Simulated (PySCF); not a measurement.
ClMg (SMILES [Mg][Cl]), doublet, geometry from GFN2-xTB (such geometries of metal compounds can be far from the true shape) (the spin is typed, not shown lowest), with bond 2-1 at 1.6 times its length. Base run: PBE/6-31G* in PySCF.

Geometry (Å):
```xyz
2

Mg     0.0000     0.0000    -1.2678
Cl     0.0000     0.0000     2.1926
```
Charge 0, spin multiplicity 2.
Orbitals are unrestricted.
All else is at PySCF's defaults.
Base energy -659.90543 Eh.

Each row names what was changed in the base input (with any setting that the change needs).

```tsv
change	ΔE vs base (µEh)	SCF cycles	<S^2>	outcome
base	0.0	14	0.756	converged
diis_space = 4	-	17	-	not converged
DIIS = ADIIS	0.0	17	0.756	converged
init_guess = atom	0.0	14	0.756	converged
init_guess = mod_huckel	0.0	22	0.756	converged
init_guess = sap	0.0	17	0.756	converged
solver = newton	0.0	-	0.756	converged
conv_tol = 1e-11	0.0	15	0.756	converged
conv_tol = 1e-6	0.2	12	0.756	converged
solver = newton; init_guess = 1e	0.0	-	0.756	converged
conv_tol = 1e-7	0.0	13	0.756	converged
damp = 0.5; diis_start_cycle = 5	0.0	20	0.756	converged
conv_tol_grad = 1e-7	0.0	15	0.756	converged
```

Open shells are given as the SCF converged; they aren't shown to be the lowest states, and a large step between rows can be another state.
